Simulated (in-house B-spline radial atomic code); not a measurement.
Computed with a B-spline radial atomic code. Model: two electrons, singlet ground state, non-relativistic, full CI in B-splines with partial waves to l = 8 (at full coupling up to 3e-4 hartree above the limit, correlation up to 0.6 % small), density held at that of full coupling by Lieb maximisation.

Along the adiabatic connection the electron repulsion is scaled by a coupling λ while a local potential keeps the density fixed. At λ = 0 the system is the Kohn-Sham one and W equals the exchange energy; the exchange-correlation energy is the area under W between 0 and 1. The kinetic energy rises with λ as the electrons avoid each other, with dT/dλ = −λ dW/dλ.

Command:
```bash
python run_ac.py task.json out
```
Settings (lengths in bohr, energies in hartree):
```
potential              coulomb
strength               4
lmax                   8
wall_radius            1.4
```

Time taken, with all properties: 5.4 s on 1 thread of Intel(R) Xeon(R) Processor @ 2.30GHz, on a shared host.

**W = mean repulsion less Hartree energy, and W of three functionals.**

Given: confinement point charge; nuclear charge 4; hard wall radius 1.4 bohr; external potential -Z/r.

Computed: PBE exchange minus exact 50.013 millihartree; SCAN exchange minus exact 0.1931 millihartree.

```csv
coupling,W xc (hartree),W xc minus exchange (millihartree),kinetic minus Kohn-Sham (millihartree),LDA (PW92) W minus its exchange (millihartree),PBE W minus its exchange (millihartree),SCAN W minus its exchange (millihartree)
0,-2.3477,0,0,0,0,0
0.02,-2.3496,-1.862,0,-13.91,-1.91,-1.85
0.05,-2.3524,-4.642,0.1,-29.22,-4.81,-4.59
0.12,?,?,?,?,?,?
0.25,?,?,?,?,?,?
0.4,-2.3836,-35.905,7.1,-138.7,-38.55,-34.69
0.6,-2.4006,-52.855,15.6,-182.78,-57.26,-50.72
0.8,-2.4169,-69.185,27,-220.78,-75.4,-66.04
1,-2.4327,-84.927,41.1,-254.52,-92.94,-80.74
1.4,-2.4625,-114.77,76.9,-312.98,-126.27,-108.46
2,-2.5035,-155.81,146.5,-385.43,-172.15,-146.45
3,-2.5635,-215.81,295.6,-480.94,-239.2,-201.99
4.5,-2.6379,-290.19,572.5,-589.29,-322.55,-271.43
7,-2.7323,-384.56,1108.8,-718.67,-429.78,-361.41
10,-2.8138,-466.04,1794.6,-828.02,-525.24,-441.51
```

Q: What belongs in the row 0.12?

A: W xc (hartree): -2.3588; W xc minus exchange (millihartree): -11.065; kinetic minus Kohn-Sham (millihartree): 0.7; LDA (PW92) W minus its exchange (millihartree): -57.73; PBE W minus its exchange (millihartree): -11.59; SCAN W minus its exchange (millihartree): -10.87.

Q: What belongs in the row 0.25?

A: W xc (hartree): -2.3705; W xc minus exchange (millihartree): -22.764; kinetic minus Kohn-Sham (millihartree): 2.8; LDA (PW92) W minus its exchange (millihartree): -99.44; PBE W minus its exchange (millihartree): -24.19; SCAN W minus its exchange (millihartree): -22.15.

Q: What is the LDA exchange minus exact?

A: 334.34 millihartree.

**Energy parts, natural occupations and partial-wave weights.**

Computed: exchange energy -2.3477 hartree; correlation energy -0.043795 hartree; kinetic part of the DFT correlation energy 0.041133 hartree; initial slope twice GL2 -0.093298 hartree; kinetic part over minus potential part 0.48433; Kohn-Sham kinetic 14.249 hartree; Lieb Oxford ratio E_xc over LDA exchange 1.1878.

```tsv
natural	occupation of the shell (electrons)
s	1.9968
p	0.0019499
s	0.0010718
d	9.9482e-05
p	?
s	1.9188e-05
```

Q: What belongs in the row p?

A: occupation of the shell (electrons): 6.4973e-05.

| wave | weight |
| --- | --- |
| s | 0.99892 |
| p | 0.0010103 |
| d | ? |
| f | 8.0184e-06 |
| g | 1.8922e-06 |

Q: What belongs in the row d?

A: weight: 5.5422e-05.

Q: What is the total energy?

A: -13.5589 hartree.

Q: What is the Hartree energy?

A: 4.6955 hartree.

Half-way to full coupling W has made 52 % of its drop, against 50 % for a straight line, and second-order (GL2) theory, half the initial slope, overshoots the correlation energy by about 6 %: correlation is weak here. Over couplings 0 to 1 the errors in E_xc come to about +226 millihartree for LDA, +46 millihartree for PBE, +2.0 millihartree for SCAN, so SCAN is nearest. In LDA and PBE the errors of exchange and correlation have opposite signs, so the sum is smaller than the larger of the two.
